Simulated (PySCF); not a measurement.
# `C(#N)CC1=C(F)[C@@H]1CC#N`, C7H5FN2

Geometry:
| atom | x (Å) | y (Å) | z (Å) |
| --- | --- | --- | --- |
| N1 | -0.907 | 2.532 | 1.606 |
| C2 | -1.337 | 1.692 | 0.963 |
| C3 | -1.846 | 0.596 | 0.165 |
| C4 | -0.870 | -0.509 | 0.217 |
| C5 | -0.329 | -1.546 | 0.780 |
| F6 | -0.336 | -2.472 | 1.717 |
| C7 | 0.403 | -1.056 | -0.420 |
| C8 | 1.717 | -0.294 | -0.276 |
| C9 | 1.798 | 0.713 | -1.306 |
| N10 | 1.823 | 1.497 | -2.137 |
| H11 | -2.812 | 0.283 | 0.573 |
| H12 | -1.975 | 0.943 | -0.865 |
| H13 | 0.327 | -1.601 | -1.359 |
| H14 | 2.570 | -0.971 | -0.377 |
| H15 | 1.769 | 0.199 | 0.699 |

Method used: GIAO wB97X-D/pcSseg-1 magnetisability, rotational g tensor and spin-rotation constants, non-relativistic, gas phase (PySCF 2.14.0). Geometry: GFN2-xTB.

Give the nuclear spin-rotation constants along the inertial axes (H = +C I·J) beside the isotropic shieldings.

Rotational constants 1.3671, 1.1301, 0.7162 GHz. A star marks the isotopologue with that one atom substituted, in its own axes.
| atom | isotope | Caa (kHz) | Cbb (kHz) | Ccc (kHz) | mean (kHz) | σ (ppm) |
| --- | --- | --- | --- | --- | --- | --- |
| N1 | 14N | 0.283 | 0.196 | 0.069 | 0.182 | -34.6 |
| F6 | 19F | 1.454 | 1.689 | 0.050 | 1.064 | 317.7 |
| N10 | 14N | 0.097 | 0.235 | 0.142 | 0.158 | -34.8 |
| H11 | 1H | -0.011 | -0.096 | -0.067 | -0.058 | 28.5 |
| H12 | 1H | -0.066 | -0.117 | -0.024 | -0.069 | 28.5 |
| H13 | 1H | -0.139 | -0.063 | -0.019 | -0.074 | 29.2 |
| H14 | 1H | -0.157 | 0.025 | -0.070 | -0.067 | 29.0 |
| H15 | 1H | -0.144 | -0.087 | -0.016 | -0.082 | 29.8 |
| C2 | 13C* | 0.553 | 0.380 | 0.104 | 0.346 | 67.0 |
| C3 | 13C* | 0.190 | 0.148 | 0.086 | 0.141 | 175.1 |
| C4 | 13C* | 0.395 | 0.347 | 0.104 | 0.282 | 99.1 |
| C5 | 13C* | 0.706 | 0.301 | 0.199 | 0.402 | 27.8 |
| C7 | 13C* | 0.282 | 0.212 | 0.074 | 0.190 | 151.9 |
| C8 | 13C* | 0.207 | 0.185 | 0.098 | 0.163 | 162.2 |
| C9 | 13C* | 0.158 | 0.459 | 0.273 | 0.297 | 63.2 |

For the geometry as given, no vibrational averaging.
